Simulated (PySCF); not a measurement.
(2R)-2-ethyloxetane (C₅H₁₀O), SMILES [C@H]1(CCO1)CC. Coordinates come from a B3LYP-D3(BJ)/def2-SVP optimisation. The values are those of a single conformer.

Computed equilibrium geometry at B3LYP-D3(BJ)/def2-SVP (PySCF confirms it by a frequency run) as bond lengths and angles (one conformer of several):
Atoms: C1 C2 C3 C4 C5 O6 H7 H8 H9 H10 H11 H12 H13 H14 H15 H16. Bonded distances (Å): C1–C2 1.527, C1–H7 1.103, C1–H8 1.101, C1–H9 1.101, C2–C3 1.517, C2–H10 1.105, C2–H11 1.104, C3–C4 1.543, C3–O6 1.446, C3–H12 1.108, C4–C5 1.539, C4–H13 1.099, C4–H14 1.100, C5–O6 1.435, C5–H15 1.106, C5–H16 1.105. Bond angles (°): C2–C1–H7 111.2, C2–C1–H8 111.6, C2–C1–H9 110.0, H7–C1–H8 107.8, H7–C1–H9 107.7, H8–C1–H9 108.3, C1–C2–C3 112.3, C1–C2–H10 110.8, C1–C2–H11 110.1, C3–C2–H10 108.3, C3–C2–H11 108.3, H10–C2–H11 106.8, C2–C3–C4 118.3, C2–C3–O6 112.5, C2–C3–H12 109.7, C4–C3–O6 91.3, C4–C3–H12 113.5, O6–C3–H12 110.3, C3–C4–C5 84.5, C3–C4–H13 116.1, C3–C4–H14 114.0, C5–C4–H13 116.2, C5–C4–H14 115.0, H13–C4–H14 109.3, C4–C5–O6 91.9, C4–C5–H15 115.0, C4–C5–H16 116.3, O6–C5–H15 112.1, O6–C5–H16 112.3, H15–C5–H16 108.4, C3–O6–C5 92.0.
